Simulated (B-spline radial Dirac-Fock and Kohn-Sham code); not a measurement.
# The L3 (2p3/2) hole of molybdenum ions: width and yield against charge

Level of theory: one-electron (LDA, Dirac) transition rates at Dirac-Fock energies; a B-spline atomic structure program. Tabulated ground configurations, configuration averages; single configurations, so decays that open only by mixing (as 1s 2s² with 1s 2p² in Be-like ions) are missing and such tiny yields are far too low.

```tsv
ion	configuration	radiative (eV)	non-radiative (eV)	yield
Mo	[Kr] 4d5 5s1	0.0638	1.64	0.0374
Mo⁺	[Kr] 4d5	0.0638	1.64	0.0374
Mo²⁺	[Kr] 4d4	0.0637	1.64	0.0374
Mo³⁺	[Kr] 4d3	0.0634	1.64	0.0373
Mo⁴⁺	[Kr] 4d2	0.0630	1.63	0.0372
Mo⁵⁺	[Kr] 4d1	0.0626	1.63	0.0371
Mo⁶⁺	[Ar] 3d10 4s2 4p6	0.0621	1.62	0.0370
```

Values without a named source are computed, but for edge energies of neutral atoms, which are taken from tables.
